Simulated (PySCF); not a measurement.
Series: silicon hydride cages (EH)n. Gas-phase values, no solvent. Each species was relaxed from one start; no search for lower structures was made at this level. Strings in code marks are SMILES.

All values below come from PBE0-D3(BJ)/def2-SVP // B3LYP-D3(BJ)/def2-SVP in PySCF. All candidates: neutral, multiplicity 1. Delta-SCF ions had no search for a lower state. Excitations are Tamm–Dancoff values on a coarser integration grid. The basis has no diffuse functions, so Rydberg states are missing or too high.

```json
{
  "vertical ionisation energy (Delta-SCF)": "8.15 eV",
  "HOMO": "-6.81 eV",
  "S1 excitation (TDA)": "3.81 eV"
}
```

**Question.** Name which member has these values.
(A) [5]prismane cage Si10H10 `[SiH]12[SiH]3[SiH]4[SiH]1[SiH]1[SiH]2[SiH]2[SiH]3[SiH]4[SiH]12`
(B) [4]prismane cage Si8H8 `[SiH]12[SiH]3[SiH]4[SiH]1[SiH]1[SiH]2[SiH]3[SiH]41`
(C) [3]prismane cage Si6H6 `[SiH]12[SiH]3[SiH]1[SiH]1[SiH]2[SiH]31`
(D) [6]prismane cage Si12H12 `[SiH]12[SiH]3[SiH]4[SiH]1[SiH]1[SiH]4[SiH]4[SiH]5[SiH]3[SiH]2[SiH]5[SiH]14`

**Answer.** A, [5]prismane cage Si10H10 `[SiH]12[SiH]3[SiH]4[SiH]1[SiH]1[SiH]2[SiH]2[SiH]3[SiH]4[SiH]12`. The others give [3]prismane cage Si6H6 `[SiH]12[SiH]3[SiH]1[SiH]1[SiH]2[SiH]31`: 7.74 eV, -6.15 eV, 3.48 eV; [6]prismane cage Si12H12 `[SiH]12[SiH]3[SiH]4[SiH]1[SiH]1[SiH]4[SiH]4[SiH]5[SiH]3[SiH]2[SiH]5[SiH]14`: 7.67 eV, -6.41 eV, 3.49 eV; [4]prismane cage Si8H8 `[SiH]12[SiH]3[SiH]4[SiH]1[SiH]1[SiH]2[SiH]3[SiH]41`: 7.83 eV, -6.38 eV, 3.45 eV
